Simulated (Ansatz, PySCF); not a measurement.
Spin states of F2OW (SMILES [O]=[W]([F])[F]), each relaxed with B3LYP-D3(BJ)/def2-TZVP.
State 1 (charge 0, multiplicity 1):
```xyz
4

W     -0.06742     0.03558    -0.00080
O      1.47386    -0.51311    -0.38611
F     -0.59098    -0.41410     1.70769
F     -0.87344     0.95859    -1.37692
```
State 2 (charge 0, multiplicity 3):
```xyz
4

W      0.0497    -0.0061    -0.0300
O      1.6026    -0.5576    -0.4173
F     -0.7209    -0.3390     1.6665
F     -0.9894     0.9697    -1.2753
```

Singlets are restricted, other states unrestricted; no spin–orbit coupling, no relativity up to Kr; see below for the cores. The largest T1 diagnostic is 0.029.

Correlated levels freeze the inner cores; with def2 sets outer-core shells near the valence are correlated too. CBS(a, b) extrapolates the correlation energy as X⁻³ and adds the Hartree–Fock energy of set b.

The values were computed with Ansatz (Gaussian basis) for Hartree–Fock, density functionals and correlated methods; PySCF for the dispersion terms. Values without a source in brackets are computed. In def2 rows elements past Kr take small-core potentials, without spin–orbit coupling.

```tsv
level	energy of the multiplicity-3 state less that of the multiplicity-1 state (kcal/mol)
B97M-V/def2-TZVPP	5.22
r2SCANh/def2-TZVPP	-0.82
B3LYP-D3(BJ)/def2-TZVPP	5.16
PBE0/def2-TZVPP	0.86
BHLYP-D3(BJ)/def2-TZVPP	0.72
CAM-B3LYP-D3(BJ)/def2-TZVPP	4.23
B2PLYP-D3(BJ)/def2-TZVPP	6.55
CCSD/def2-TZVPP	[?]
CCSD(T)/CBS(def2-SVP, def2-TZVPP)	[?]
```

Q: Complete the blanks.

A: 
- CCSD/def2-TZVPP, energy of the multiplicity-3 state less that of the multiplicity-1 state (kcal/mol): 3.18
- CCSD(T)/CBS(def2-SVP, def2-TZVPP), energy of the multiplicity-3 state less that of the multiplicity-1 state (kcal/mol): 6.37

Doubts at one or more of the structures used: a restricted determinant that unrestricted orbitals would lower (B2PLYP-D3(BJ)/def2-TZVPP, CCSD/def2-TZVPP, CCSD(T)/CBS(def2-SVP, def2-TZVPP)).

Ansatz is a program for electronic structure.
